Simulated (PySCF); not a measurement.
C4H6F2Si (SMILES C=C[Si](F)(F)C=C), singlet, geometry from GFN2-xTB. Base run: HF/6-31G, polarisability run with PySCF.

Input for PySCF:
```python
from pyscf import gto, scf
from pyscf.prop import polarizability

mol = gto.M(
    atom='''
C    -2.596625    0.692465    0.652674
C    -1.364818    1.068121    0.338611
Si   -0.003601   -0.102017   -0.201054
F     0.605673    0.390955   -1.604391
F    -0.645410   -1.516621   -0.614054
C     1.389203   -0.377358    1.022734
C     2.623897    0.080099    0.869885
H    -2.899942   -0.340830    0.612114
H    -3.355437    1.397791    0.953946
H    -1.116200    2.120881    0.398171
H     1.157622   -0.947474    1.914362
H     2.910971    0.653258    0.003615
H     3.401096   -0.104359    1.595132
''',
    basis='6-31g',
    charge=0,
    spin=0,
    verbose=4,
)

mf = scf.RHF(mol)
mf.kernel()
alpha = mf.Polarizability().polarizability()[2, 2]
print('alpha_zz =', alpha)
```

Each row names what was changed in the base input (with any setting that the change needs).

```json
[
 {"change": "base", "alpha_zz (bohr³)": "37.24", "basis functions": "79", "core-seconds (rough)": "2"},
 {"change": "functional = pbe", "alpha_zz (bohr³)": "[?]", "basis functions": "79", "core-seconds (rough)": "10"},
 {"change": "functional = lda,vwn", "alpha_zz (bohr³)": "42.40", "basis functions": "79", "core-seconds (rough)": "10"},
 {"change": "finite field (a.u.) = 0.001; conv_tol = 1e-6", "alpha_zz (bohr³)": "37.17", "basis functions": "79", "core-seconds (rough)": "1"},
 {"change": "finite field (a.u.) = 2e-4; conv_tol = 1e-6", "alpha_zz (bohr³)": "37.29", "basis functions": "79", "core-seconds (rough)": "1"},
 {"change": "functional = camb3lyp", "alpha_zz (bohr³)": "39.86", "basis functions": "79", "core-seconds (rough)": "40"},
 {"change": "basis = 6-31G*", "alpha_zz (bohr³)": "39.84", "basis functions": "114", "core-seconds (rough)": "5"},
 {"change": "finite field (a.u.) = 0.001; conv_tol = 1e-11", "alpha_zz (bohr³)": "37.24", "basis functions": "79", "core-seconds (rough)": "1"},
 {"change": "finite field (a.u.) = 0.02; conv_tol = 1e-11", "alpha_zz (bohr³)": "37.29", "basis functions": "79", "core-seconds (rough)": "2"},
 {"change": "finite field (a.u.) = 0.05; conv_tol = 1e-11", "alpha_zz (bohr³)": "37.56", "basis functions": "79", "core-seconds (rough)": "2"},
 {"change": "finite field (a.u.) = 2e-4; conv_tol = 1e-11", "alpha_zz (bohr³)": "37.24", "basis functions": "79", "core-seconds (rough)": "1"},
 {"change": "basis = def2-SVP", "alpha_zz (bohr³)": "40.84", "basis functions": "132", "core-seconds (rough)": "7"}
]
```

Task: Complete the blanks.

Result: 
- functional = pbe, alpha_zz (bohr³): 42.11

Finite-field rows take the second difference of the energy in a field along z; a small field with loose convergence shows SCF noise divided by the square of the field, and a large one adds hyperpolarisability.
